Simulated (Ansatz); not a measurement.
Computed with Ansatz on PBE0-D4/def2-TZVP structures; ΔE is electronic, products minus reactants. CCSD(T)/CBS adds triple-zeta CCSD(T) − MP2 to the extrapolated MP2 energy (def2 sets, frozen cores). This one scheme is used for every species. Functionals use def2-TZVPP. B3LYP here is the variant with VWN-RPA as its local correlation; programs differ in this. One conformer a species, not always the lowest.

`O[SiH2][Si](F)(Cl)Cl` + CH₃SH → `CS[SiH2]O` + `F[SiH](Cl)Cl`  (cleavage of the Si–Si bond)

CCSD(T)/CBS gives -19.6 kcal/mol.

(1) Another level gave -17.7 kcal/mol. Which?
A. revPBE/def2-TZVPP
B. BHLYP/def2-TZVPP
C. B3LYP-D4/def2-TZVPP
D. MP2/def2-TZVPP

(2) What do rigid-rotor, harmonic-oscillator terms from PBE0-D4/def2-TZVP frequencies (298.15 K, 1 bar) make of the CCSD(T)/CBS value? (Best estimate.)

Largest T1 diagnostic among the species: 0.011.

## Answers

(1) C. B3LYP-D4 -17.7, BHLYP -19.4, MP2/def2-TZVPP -21.6, revPBE -16.7 kcal/mol.

(2) Computed: ΔZPE = +1.1 kcal/mol, ΔH = -19.3 kcal/mol, ΔS = -11 J/(mol·K), ΔG = -18.5 kcal/mol. Modes under 50 cm⁻¹ make the entropy rough.

From BLYP to BHLYP (50 % exact exchange), in def2-TZVPP and without D4, ΔE moves by −2.0 kcal/mol. At CCSD(T), def2-SVP lies +0.8 kcal/mol from the extrapolated value and def2-TZVPP +0.3 kcal/mol. Leaving LDA and LC-ωPBE aside and taking each functional with its dispersion term where it has one, the values, not all of them listed here, spread over 3.3 kcal/mol, from ωB97M-V to PBE-D4.
